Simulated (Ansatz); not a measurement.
One change: `BCC(C)O` becomes `BCC(C)N`.

Ansatz, PBE0-D4/def2-TZVP geometries, multiplicity 1. Each molecule was computed in one conformer, which needn't be the lowest.

```csv
property,`BCC(C)O`
LUMO energy (B3LYP/def2-TZVPP) / eV,-1.32
HOMO energy (B3LYP/def2-TZVPP) / eV,-7.63
HOMO energy (ωB97M-V/def2-TZVPP) / eV,-10.30
HOMO energy (PBE/def2-TZVPP) / eV,-6.24
LUMO energy (PBE0/def2-TZVPP) / eV,-1.08
LUMO energy (PBE/def2-TZVPP) / eV,-2.13
```

Q: Give the same properties after the change, and the shifts. (An estimate is asked.)

A: Computed: 
| property | `BCC(C)N` | shift |
| --- | --- | --- |
| LUMO energy (B3LYP/def2-TZVPP) / eV | -1.48 | -0.16 |
| HOMO energy (B3LYP/def2-TZVPP) / eV | -6.65 | 0.98 |
| HOMO energy (ωB97M-V/def2-TZVPP) / eV | -9.30 | 1.00 |
| HOMO energy (PBE/def2-TZVPP) / eV | -5.42 | 0.82 |
| LUMO energy (PBE0/def2-TZVPP) / eV | -1.24 | -0.16 |
| LUMO energy (PBE/def2-TZVPP) / eV | -2.28 | -0.15 |

With PBE0 the HOMO rises by 0.97 eV and the LUMO falls by 0.16 eV, so the gap narrows by about 1.13 eV. PBE moves the HOMO by 0.82 eV and ωB97M-V by 1.00 eV.

B3LYP here is the variant with VWN-RPA as its local correlation; programs differ in this.
